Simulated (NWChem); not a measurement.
System: C2H5ClSi2; SMILES [Si@@H]1(C=C[SiH2]1)Cl

```xyz
10

Cl     0.1883    -2.2079     0.3121
Si    -0.1461    -0.3889    -0.6391
C     -1.4967     0.6830     0.1057
C     -0.8537     1.8305     0.4383
Si     0.9813     1.5324     0.0707
H     -0.3120    -0.7080    -2.0878
H     -2.5752     0.5284     0.2400
H     -1.3721     2.7091     0.8465
H      1.6235     2.4758    -0.8971
H      1.8457     1.4372     1.2864
```
Atoms are numbered in this order, from 1.

Results from NWChem. Pople sets run with spherical d functions. All runs use the structure optimised with PBE0/def2-SVP.

For level PBE0/STO-3G:

highest occupied level (eV): -5.65
orbital gap (eV): 8.50
dipole (D): 2.96

Task: What are these values for level PBE0/6-311G**?

Result: 
- highest occupied level (eV): -7.85
- orbital gap (eV): 6.75
- dipole (D): 2.26
